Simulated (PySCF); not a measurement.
H₅BrGeSi, SMILES [GeH3][SiH2]Br, B3LYP/def2-SVP optimised geometry.

```
8

Ge     1.31    -0.34     0.00
Si    -1.09    -0.34     0.00
Br    -1.83     1.79     0.00
H      1.83     0.38     1.26
H      1.83     0.39    -1.25
H      1.83    -1.79     0.00
H     -1.64    -1.01    -1.21
H     -1.64    -1.01     1.21
```

Density from B3LYP/def2-TZVP run with PySCF 2.14.0 at that geometry.

Minimum of the electron density along straight lines between bonded atoms, close to the bond critical point (lines longer than 1.1 times the sum of covalent radii, or with two minima, are not listed):

```
bond     length / Å  ρ at the minimum / e bohr⁻³  ∇²ρ there / e bohr⁻⁵  position (fraction from the first atom)
-------  ----------  ---------------------------  --------------------  ---------------------------------------
Ge1–Si2       2.398                        0.090                 -0.13                                     0.51
Si2–Br3       2.256                        0.085                  0.05                                     0.35
Ge1–H4        1.542                        0.131                  0.06                                     0.59
Ge1–H5        1.542                        0.131                  0.06                                     0.59
Ge1–H6        1.545                        0.130                  0.06                                     0.59
Si2–H7        1.490                        0.122                  0.14                                     0.49
Si2–H8        1.490                        0.122                  0.14                                     0.49
```
